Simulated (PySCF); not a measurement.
C3H4F2O. Atoms are numbered in the order given.

```xyz
10

C      1.7207     0.1838    -0.1252
C      0.4357     0.2152     0.6578
O      0.3413     0.4890     1.8292
C     -0.8333    -0.1363    -0.1395
F     -0.9633     0.7302    -1.1783
F     -0.7053    -1.3875    -0.6541
H      2.5644     0.4399     0.5273
H      1.8601    -0.8178    -0.5622
H      1.6546     0.8923    -0.9663
H     -1.7297    -0.0872     0.5004
```

Geometry: B3LYP-D3(BJ)/def2-SVP. Other conformers were not sampled.

Level of theory: B3LYP-D3(BJ)/def2-SVP (PySCF 2.14.0).

Frequencies are harmonic and unscaled.

Computed normal modes with their intensities:
```
mode  ν (cm⁻¹)  IR (km/mol)  moving atoms (share of kinetic energy)
----  --------  -----------  --------------------------------------
1           45          7.5          F 42 %, O 22 %, C 19 %, H 17 %
2          136          0.0                                  H 88 %
3          227          1.8            F 65 %, C 18 %, O 9 %, H 8 %
4          253         12.0                  C 46 %, F 29 %, H 22 %
5          419          4.1                  F 45 %, O 40 %, C 14 %
6          525         31.2          C 33 %, O 27 %, H 25 %, F 16 %
7          600          0.7                  C 48 %, H 37 %, F 11 %
8          622          5.8            F 62 %, C 21 %, H 9 %, O 8 %
9          808         13.0                          C 68 %, H 24 %
10        1012         10.1                          H 54 %, C 37 %
11        1025         27.6                          C 48 %, H 46 %
12        1115        168.7                  C 58 %, F 30 %, H 11 %
13        1143         78.4                  C 55 %, F 31 %, H 13 %
14        1255         19.8                          C 53 %, H 44 %
15        1360         31.1                          H 61 %, C 35 %
16        1372         52.6                          H 53 %, C 47 %
17        1379         20.4                          H 84 %, C 14 %
18        1436         13.7                                  H 96 %
19        1436         22.3                                  H 95 %
20        1860        133.8                          C 63 %, O 36 %
21        3043          0.1                                  H 97 %
22        3100         28.2                           H 92 %, C 8 %
23        3121          0.5                           H 91 %, C 9 %
24        3173          1.8                          H 90 %, C 10 %
```
